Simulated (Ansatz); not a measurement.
Species: BBr3, charge 0, singlet. BBr3 (tribromoborane, SMILES BrB(Br)Br).
B3LYP-D3(BJ)/def2-TZVP minimum from Ansatz (a quantum-chemistry and plane-wave program):
```
B
Br 1 1.9073
Br 1 1.9073 2 120.00
Br 1 1.9073 2 120.00 3 -180.00
```

Total energies in cc-pVDZ, 24 correlated electrons, 43 frozen orbitals. UHF or UKS for unpaired electrons; spin-orbit terms are left out. Correlated methods leave the cores frozen (noble-gas shells, and filled d and f shells in the p block). No relativity. Spin-orbit terms, left out, reach several kcal/mol for Br and I, and more for heavier atoms.

```csv
method,program,energy (Eh),minus CCSDT(Q) (mEh)
HF,Ansatz,-7741.94944,470.63
MP2,Ansatz,-7742.37610,43.97
CCSD,Ansatz,-7742.40497,15.10
CCSD(T),Ansatz,-7742.41837,1.70
CCSDT(Q),Ansatz,-7742.42007,0.00
```

Rough core times of Ansatz's runs on a shared machine: CCSD(T) under 20 s, CCSDT(Q) 5 min.
